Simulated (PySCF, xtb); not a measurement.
Ga(Et)3 (C₆H₁₅Ga), SMILES [CH2]([Ga]([CH2]C)[CH2]C)C.

GFN2-xTB (xtb) at its own geometry gives an orbital gap of 4.08 eV and a dipole moment of 0.16 D.

Coordinates come from a B3LYP-D3(BJ)/def2-SVP optimisation. The isomer is the one that the SMILES or the coordinates give; other isomers of the formula were not compared. Other conformers were not sampled.

Q: What does PySCF with ωB97X/def2-SVP give? (The exact figures need the calculation; the answer reports its results.)

A: gap 10.38 eV (levels -9.10 and 1.28 eV), dipole 0.17 D.
